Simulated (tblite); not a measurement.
A geometry optimisation, step by step.

C3H11NSSi.
Bonds: C1–C2, C2–C3, C2–N4, N4–Si5, Si5–S6. Hydrogens: H7, H8, H9 on C1; H10 on C2; H11, H12, H13 on C3; H14 on N4; H15, H16 on Si5; H17 on S6.

Computed with GFN2-xTB (tblite), gas phase: L-BFGS steps from a force-field or distance-geometry start until the largest atomic force falls under 0.01 eV/Å. 8 of its 115 geometries are shown.

Step 0: E = -543.1667 eV, largest atomic force 2.503 eV/Å
```
atom  x, y, z in Å  |  force x, y, z in eV/Å
C1     -1.263    1.556    0.598    0.544   1.040   0.157
C2     -0.612    0.525   -0.323   -0.870  -0.170   1.395
C3     -1.443   -0.727   -0.420   -0.638  -1.080   0.174
N4      0.603    0.175    0.369    2.017  -1.445  -0.326
Si5     1.604   -1.046   -0.452   -0.528   1.356   0.401
S6      3.538   -0.971    0.484    0.377   1.204   0.545
H7     -1.845    2.296    0.030   -0.112  -0.448   0.464
H8     -1.808    1.090    1.429   -0.153   0.180  -0.549
H9     -0.417    2.099    1.076   -0.594  -0.024  -0.334
H10    -0.475    0.922   -1.318    0.676   0.181  -0.104
H11    -0.811   -1.529   -0.868   -0.962   0.598   0.211
H12    -2.373   -0.611   -1.000    0.410  -0.017   0.274
H13    -1.697   -1.019    0.629    0.019  -0.089  -0.890
H14     0.465   -0.045    1.383   -0.091   0.422  -1.286
H15     1.059   -2.401   -0.354    0.456  -0.134   0.105
H16     1.732   -0.684   -1.881    0.012  -0.009   0.407
H17     3.737    0.383    0.909   -0.562  -1.565  -0.643
```

Step 16: E = -543.8431 eV, largest atomic force 0.296 eV/Å
```
atom  x, y, z in Å  |  force x, y, z in eV/Å
C1     -1.253    1.579    0.607   -0.005  -0.053   0.000
C2     -0.609    0.473   -0.229    0.037   0.005  -0.088
C3     -1.544   -0.723   -0.397   -0.024   0.053   0.011
N4      0.669    0.077    0.339   -0.070   0.084   0.031
Si5     1.677   -1.054   -0.449    0.064  -0.030  -0.013
S6      3.571   -1.008    0.545    0.084   0.248   0.138
H7     -1.919    2.180   -0.007   -0.013  -0.059   0.036
H8     -1.830    1.150    1.424    0.020   0.009   0.048
H9     -0.492    2.232    1.025    0.030   0.026  -0.050
H10    -0.394    0.866   -1.226    0.113   0.033  -0.078
H11    -1.038   -1.502   -0.963   -0.083   0.017   0.013
H12    -2.442   -0.427   -0.932   -0.036  -0.010   0.064
H13    -1.815   -1.115    0.580   -0.054  -0.076  -0.007
H14     0.645    0.056    1.348   -0.040   0.001   0.056
H15     1.372   -2.474   -0.343   -0.091  -0.125  -0.098
H16     1.831   -0.595   -1.822    0.002   0.004  -0.040
H17     3.564    0.298    0.789    0.067  -0.128  -0.022
```

Step 33: E = -543.8975 eV, largest atomic force 0.154 eV/Å
```
atom  x, y, z in Å  |  force x, y, z in eV/Å
C1     -1.212    1.563    0.584   -0.005  -0.030  -0.015
C2     -0.604    0.436   -0.243   -0.046  -0.019  -0.053
C3     -1.620   -0.695   -0.403   -0.001  -0.040  -0.013
N4      0.636    0.000    0.370   -0.083   0.054  -0.068
Si5     1.723   -1.050   -0.423    0.038  -0.015   0.009
S6      3.537   -0.957    0.724    0.018   0.089  -0.005
H7     -2.020    2.044    0.039   -0.015   0.007  -0.014
H8     -1.616    1.155    1.508    0.030   0.067   0.043
H9     -0.459    2.309    0.820    0.021   0.041   0.014
H10    -0.341    0.799   -1.243   -0.008   0.061   0.015
H11    -1.247   -1.465   -1.070    0.138  -0.055  -0.041
H12    -2.545   -0.312   -0.825   -0.031   0.031   0.075
H13    -1.824   -1.151    0.562   -0.066  -0.002   0.040
H14     0.580   -0.015    1.379   -0.005  -0.054  -0.047
H15     1.429   -2.476   -0.457   -0.013  -0.100   0.002
H16     1.952   -0.541   -1.772    0.014   0.057   0.047
H17     3.623    0.367    0.739    0.016  -0.090   0.013
```

Step 49: E = -543.9122 eV, largest atomic force 0.036 eV/Å
```
atom  x, y, z in Å  |  force x, y, z in eV/Å
C1     -1.202    1.581    0.577   -0.004  -0.017   0.002
C2     -0.628    0.435   -0.252    0.010   0.002  -0.016
C3     -1.638   -0.703   -0.402    0.003   0.005   0.016
N4      0.612   -0.015    0.352   -0.015  -0.003  -0.003
Si5     1.733   -1.049   -0.422    0.015   0.016  -0.004
S6      3.521   -0.962    0.773   -0.024   0.017  -0.011
H7     -2.060    2.023    0.079    0.012  -0.011  -0.016
H8     -1.521    1.216    1.552    0.006  -0.005   0.009
H9     -0.448    2.351    0.724   -0.009  -0.006  -0.015
H10    -0.372    0.803   -1.251    0.013   0.010  -0.021
H11    -1.248   -1.461   -1.077    0.006  -0.008   0.023
H12    -2.579   -0.332   -0.801    0.011   0.017   0.003
H13    -1.827   -1.162    0.566   -0.023  -0.016   0.016
H14     0.519   -0.099    1.357    0.013  -0.001   0.002
H15     1.464   -2.485   -0.490   -0.004   0.026  -0.012
H16     2.011   -0.483   -1.737   -0.008   0.009   0.016
H17     3.655    0.355    0.742   -0.002  -0.035   0.010
```

Step 65: E = -543.9221 eV, largest atomic force 0.054 eV/Å
```
atom  x, y, z in Å  |  force x, y, z in eV/Å
C1     -1.202    1.593    0.544   -0.006   0.009  -0.004
C2     -0.633    0.416   -0.245   -0.010   0.006   0.002
C3     -1.647   -0.724   -0.343   -0.022   0.003  -0.014
N4      0.614   -0.014    0.354   -0.005  -0.004  -0.003
Si5     1.750   -0.987   -0.471   -0.002  -0.009  -0.013
S6      3.486   -1.056    0.795    0.022   0.012  -0.017
H7     -2.102    1.969    0.064    0.009  -0.006   0.004
H8     -1.454    1.287    1.558    0.015  -0.011  -0.033
H9     -0.474    2.399    0.595    0.001  -0.022   0.006
H10    -0.392    0.746   -1.261    0.010   0.006   0.008
H11    -1.228   -1.543   -0.922    0.000  -0.001   0.023
H12    -2.551   -0.378   -0.837   -0.033  -0.005   0.011
H13    -1.909   -1.093    0.647    0.020   0.011   0.003
H14     0.525   -0.140    1.353   -0.020   0.015   0.018
H15     1.472   -2.406   -0.683   -0.005   0.006  -0.007
H16     2.050   -0.307   -1.725    0.050   0.005   0.019
H17     3.690    0.249    0.865   -0.024  -0.013  -0.002
```

Step 81: E = -543.9277 eV, largest atomic force 0.036 eV/Å
```
atom  x, y, z in Å  |  force x, y, z in eV/Å
C1     -1.196    1.601    0.506    0.006   0.000  -0.009
C2     -0.647    0.396   -0.252   -0.003  -0.007  -0.004
C3     -1.672   -0.738   -0.287    0.000  -0.010   0.005
N4      0.605   -0.022    0.345   -0.002  -0.022  -0.007
Si5     1.775   -0.932   -0.505   -0.004  -0.009  -0.035
S6      3.471   -1.135    0.798   -0.012   0.010   0.018
H7     -2.128    1.937    0.059    0.012   0.007   0.002
H8     -1.386    1.334    1.544   -0.009   0.011  -0.012
H9     -0.480    2.418    0.482    0.004   0.007   0.014
H10    -0.418    0.686   -1.283    0.010   0.008  -0.001
H11    -1.248   -1.606   -0.784   -0.009  -0.002  -0.021
H12    -2.561   -0.423   -0.827   -0.009  -0.019   0.018
H13    -1.958   -1.024    0.723    0.002   0.007   0.012
H14     0.507   -0.173    1.340    0.008  -0.001   0.012
H15     1.484   -2.318   -0.868    0.000   0.002   0.004
H16     2.169   -0.146   -1.669    0.000   0.014  -0.012
H17     3.677    0.160    0.968    0.006   0.004   0.015
```

Step 98: E = -543.9325 eV, largest atomic force 0.034 eV/Å
```
atom  x, y, z in Å  |  force x, y, z in eV/Å
C1     -1.179    1.605    0.472    0.012   0.003   0.004
C2     -0.664    0.372   -0.267   -0.006  -0.005   0.007
C3     -1.698   -0.753   -0.233   -0.005  -0.010  -0.003
N4      0.597   -0.043    0.311    0.014  -0.015   0.004
Si5     1.802   -0.892   -0.551    0.002   0.012   0.000
S6      3.425   -1.161    0.834   -0.001  -0.031  -0.015
H7     -2.089    1.979    0.008    0.019  -0.011  -0.011
H8     -1.397    1.355    1.508    0.004   0.011  -0.001
H9     -0.427    2.389    0.454   -0.012   0.013   0.004
H10    -0.457    0.632   -1.310   -0.003  -0.005   0.000
H11    -1.306   -1.635   -0.736   -0.003   0.004   0.000
H12    -2.613   -0.445   -0.731    0.002   0.002   0.007
H13    -1.933   -1.017    0.797    0.008  -0.004  -0.011
H14     0.518   -0.200    1.307   -0.018   0.001   0.000
H15     1.534   -2.256   -1.003   -0.004   0.006   0.005
H16     2.248   -0.041   -1.649   -0.006   0.000   0.002
H17     3.631    0.122    1.078   -0.004   0.028   0.008
```

Step 114: E = -543.9338 eV, largest atomic force 0.010 eV/Å
```
atom  x, y, z in Å  |  force x, y, z in eV/Å
C1     -1.169    1.610    0.452    0.001  -0.001   0.001
C2     -0.663    0.361   -0.265    0.000  -0.002   0.000
C3     -1.702   -0.759   -0.213   -0.002  -0.002  -0.002
N4      0.595   -0.057    0.317    0.003   0.005   0.001
Si5     1.808   -0.875   -0.562    0.005   0.000   0.008
S6      3.435   -1.169    0.814    0.000   0.007   0.000
H7     -2.070    1.984   -0.027    0.002  -0.005   0.008
H8     -1.397    1.381    1.492   -0.003   0.005  -0.004
H9     -0.410    2.388    0.427    0.000  -0.002  -0.001
H10    -0.457    0.603   -1.312    0.000  -0.001   0.000
H11    -1.329   -1.637   -0.734    0.000   0.000  -0.003
H12    -2.629   -0.441   -0.682   -0.003   0.000   0.001
H13    -1.911   -1.032    0.820   -0.001   0.006  -0.001
H14     0.506   -0.230    1.310    0.004  -0.004  -0.002
H15     1.546   -2.228   -1.047    0.001   0.002  -0.001
H16     2.247    0.010   -1.635   -0.001  -0.002  -0.006
H17     3.594    0.104    1.135   -0.005  -0.007   0.000
```

Task: Summarise the path.

Result: The energy falls by 0.7672 eV from step 0 to step 114; nine tenths of that is first reached at step 20. It falls at every step. The largest force goes from 2.503 to 0.010 eV/Å. Among the bonds S6–H17 changes most, from 1.433 to 1.323 Å; the atoms move by 0.474 Å rms after alignment.

Task: Follow the three bonds and two angles with the largest change from start to end.

Result: 
```csv
step,E above end (eV),largest force (eV/Å),S6–H17 (Å),N4–Si5 (Å),N4–H14 (Å),Si5–S6–H17 (°),N4–C2–H10 (°)
0,0.7672,2.503,1.433,1.780,1.047,106.7,115.1
5,0.2547,0.526,1.311,1.712,1.009,102.5,106.6
10,0.1399,0.392,1.321,1.719,1.014,95.2,105.5
15,0.0966,0.264,1.326,1.710,1.010,95.5,106.4
20,0.0743,0.185,1.315,1.714,1.012,96.9,106.0
25,0.0600,0.156,1.330,1.709,1.009,97.2,105.8
30,0.0452,0.188,1.320,1.709,1.012,96.2,105.8
35,0.0304,0.167,1.324,1.708,1.012,96.3,106.4
40,0.0248,0.070,1.324,1.708,1.011,95.9,106.2
45,0.0227,0.034,1.322,1.709,1.012,96.2,106.8
50,0.0213,0.041,1.324,1.710,1.012,96.4,106.5
55,0.0198,0.049,1.323,1.708,1.012,96.7,106.5
59,0.0163,0.087,1.324,1.709,1.012,96.8,106.7
64,0.0121,0.056,1.323,1.708,1.012,97.2,106.5
69,0.0089,0.053,1.323,1.709,1.012,96.9,106.0
74,0.0074,0.035,1.324,1.708,1.011,96.6,106.4
79,0.0064,0.034,1.322,1.709,1.012,96.4,106.4
84,0.0049,0.098,1.326,1.708,1.011,96.0,106.7
89,0.0027,0.056,1.321,1.708,1.012,96.7,106.5
94,0.0019,0.041,1.325,1.707,1.011,96.5,106.4
99,0.0012,0.034,1.322,1.707,1.011,96.6,106.5
104,0.0009,0.021,1.324,1.707,1.011,96.4,106.7
109,0.0002,0.017,1.322,1.707,1.011,96.4,106.6
114,0.0000,0.010,1.323,1.707,1.011,96.6,106.5
```

What follows is the cost of the whole relaxation. Time: 1.3 s wall. Hardware: Arm Neoverse N1, one thread, no GPU, shared host with 64 logical CPUs at a one-minute load of 61.
